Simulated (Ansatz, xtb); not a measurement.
## Two isomers of C5H6BrCl

Structure X: `C=C/C(Br)=C(\C)Cl`, a singlet. Structure Y: `Cl[C@@H]1CC=C[C@H]1Br`, a singlet. Both are isolated molecules in the gas phase, relaxed with r2SCAN-D4/def2-SVP; the shapes shown needn't be the lowest conformers.

X (Å):

```
atom    x (Å)    y (Å)    z (Å)
   C   1.0483  -1.8298   2.0600
   C   0.2700  -1.9230   0.9671
   C   0.5585  -1.4139  -0.3655
   C  -0.2834  -1.5489  -1.4277
   C  -1.6181  -2.2230  -1.4272
  Br   2.2194  -0.5155  -0.5863
  Cl   0.1279  -0.9143  -2.9923
   H   2.0214  -1.3332   2.0350
   H   0.7142  -2.2571   3.0085
   H  -0.6927  -2.4341   1.0652
   H  -1.8907  -2.6284  -0.4462
   H  -1.6222  -3.0464  -2.1600
   H  -2.3981  -1.5101  -1.7409
```

Y (Å):

```
atom    x (Å)    y (Å)    z (Å)
   C  -0.0322  -1.4066  -0.2625
   C  -0.6164  -0.0166   0.0174
   C  -0.4540   0.6869  -1.3021
   C   0.3995   0.0354  -2.1100
   C   0.9183  -1.1936  -1.4465
  Br   2.7701  -0.8382  -0.7382
  Cl  -1.3542  -2.5260  -0.8241
   H   0.4358  -1.9012   0.5971
   H  -0.0199   0.4941   0.7985
   H  -1.6531  -0.0692   0.3831
   H  -0.9441   1.6347  -1.5398
   H   0.7318   0.3595  -3.0983
   H   1.0545  -2.0825  -2.0741
```

Quicker runs give these differences E(Y) − E(X): GFN2-xTB −87.1 kJ/mol; HF/STO-3G −172.5 kJ/mol (at GFN2-xTB geometries); r2SCAN-D4/def2-SVP//GFN2-xTB −71.3 kJ/mol.

**Question.** Estimate E(Y) − E(X) at the level CCSD(T)/def2-SVP + ΔMP2/def2-TZVPP.

**Answer.** Calculated at CCSD(T)/def2-SVP + ΔMP2/def2-TZVPP: E(Y) − E(X) = −70.4 kJ/mol, so structure Y lies lower.

Level by level:

```csv
level,geometry,E(Y) − E(X) (kJ/mol),departure from the last row (kJ/mol),"job, with rough time for the two"
GFN2-xTB,GFN2-xTB,−87.1,−16.6,"optimisation, 0.28 s"
HF/STO-3G,GFN2-xTB,−172.5,−102.0,"single point, 0.42 s"
r2SCAN-D4/def2-SVP//GFN2-xTB,GFN2-xTB,−71.3,−0.8,"single point, 3 s"
r2SCAN-D4/def2-SVP,r2SCAN-D4/def2-SVP,−69.9,+0.6,"optimisation, 29 s"
HF/def2-SVP,r2SCAN-D4/def2-SVP,−85.1,−14.6,part of the CCSD(T) run
MP2/def2-SVP,r2SCAN-D4/def2-SVP,−78.0,−7.5,part of the CCSD(T) run
CCSD(T)/def2-SVP,r2SCAN-D4/def2-SVP,−74.2,−3.7,single point
CCSD(T)/def2-SVP + ΔMP2/def2-TZVPP,r2SCAN-D4/def2-SVP,−70.4,,"single point, 40 s"
```

As drawn, Y has 2 C–C in place of 1 C=C. Structure X has no ring, Y a 5-membered ring.

None of the levels shown reverses the order. The largest departure from CCSD(T)/def2-SVP + ΔMP2/def2-TZVPP is that of HF/STO-3G, 102.0 kJ/mol. The last row adds to CCSD(T) the change of the MP2 difference between the two basis sets, here +3.7 kJ/mol.

With thermal terms from frequencies at re-optimised GFN2-xTB minima (ideal gas, soft modes damped towards free rotors, one conformer each, 298.15 K, 1 atm): on the last row, ΔE + ΔZPE = −61.1, ΔH = −66.0, ΔG = −55.5 kJ/mol.

The correlated steps freeze 19 core orbitals; the filled d shell of Br is correlated, in a basis made for valence electrons. Mirror images aren't counted in ΔG. Codes used: Ansatz 0.2.0, xtb 6.7.1; the last row on 4 threads of Intel(R) Xeon(R) 6975P-C (Granite Rapids) on a shared host.
